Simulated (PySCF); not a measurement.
Species: C5H9FSSi.
Numbering: `[CH3:1][CH2:2][C:3]1=[CH:4][S:5][C@@H:6]([F:7])[SiH2:8]1` (hydrogens: H9, H10, H11 on C1; H12, H13 on C2; H14 on C4; H15 on C6; H16, H17 on Si8)

Cartesian coordinates in Å at the GFN2-xTB level; atoms count from 1:
```
atom  x, y, z in Å
C1     2.164   -0.093   -0.964
C2     1.395   -0.988    0.006
C3     0.099   -0.352    0.413
C4    -0.098    0.125    1.647
S5    -1.588    0.893    2.132
C6    -2.397    0.946    0.499
F7    -2.447    2.252    0.064
Si8   -1.356   -0.110   -0.743
H9     1.581    0.074   -1.867
H10    3.108   -0.556   -1.241
H11    2.372    0.870   -0.503
H12    1.187   -1.945   -0.479
H13    2.008   -1.180    0.889
H14    0.621    0.061    2.448
H15   -3.434    0.638    0.646
H16   -1.139    0.729   -1.918
H17   -2.082   -1.349   -1.038
```

Level of theory: PySCF, TDDFT CAM-B3LYP/def2-SVPD, vertical, gas phase, core orbitals frozen in the response.

Transition dipole moments from the ground state, in atomic units and in the frame of the coordinates above (overall signs are arbitrary), for the states with f of 0.002 or more among the lowest 8:

```json
{"state": "S1", "E (eV)": "4.979", "μx": "0.510", "μy": "-0.369", "μz": "-0.575"}
{"state": "S2", "E (eV)": "5.182", "μx": "-0.317", "μy": "0.242", "μz": "0.483"}
{"state": "S3", "E (eV)": "5.921", "μx": "-0.133", "μy": "-0.240", "μz": "0.118"}
{"state": "S4", "E (eV)": "6.260", "μx": "-0.108", "μy": "0.174", "μz": "0.067"}
{"state": "S5", "E (eV)": "6.542", "μx": "0.263", "μy": "0.048", "μz": "-0.154"}
{"state": "S6", "E (eV)": "6.632", "μx": "-0.079", "μy": "-0.068", "μz": "0.157"}
{"state": "S8", "E (eV)": "7.053", "μx": "-0.084", "μy": "0.140", "μz": "0.055"}
```

Q: Work out the oscillator strengths.

A: f = (2/3) ΔE |μ|² with ΔE in hartree (27.2114 eV).

```
state  |μ|² (au)  |μ| (D)      f
   S1      0.726     2.17  0.089
   S2      0.393     1.59  0.050
   S3      0.089     0.76  0.013
   S4      0.046     0.55  0.007
   S5      0.095     0.78  0.015
   S6      0.035     0.48  0.006
   S8      0.030     0.44  0.005
```

Q: Which bond between heavy atoms lies closest to the direction of the S1 transition dipole?

A: C6–Si8, at 8° from it; next C4–S5 and C2–C3 at 27°.

Q: What angle do the transition dipoles of S3 and S5 make?

A: |cos θ| = |μa·μb| / (|μa| |μb|) = 0.70, so θ ≈ 46° (taken between 0 and 90°, since the signs are arbitrary).

Q: How is the summed strength of these states shared among x, y and z?

A: (2/3) Σ ΔE μα² gives 0.062 for x, 0.042 for y and 0.081 for z, 0.185 in all.

Q: What peak molar absorption coefficient would the strongest computed level give as a lone Gaussian band 0.4 eV wide at half height?

A: ε(max) = 2.175×10⁸ f / FWHM, with the width in cm⁻¹. S1: 2.175×10⁸ × 0.0886 / 3226 ≈ 6000 L mol⁻¹ cm⁻¹.

One conformer stands for the species.
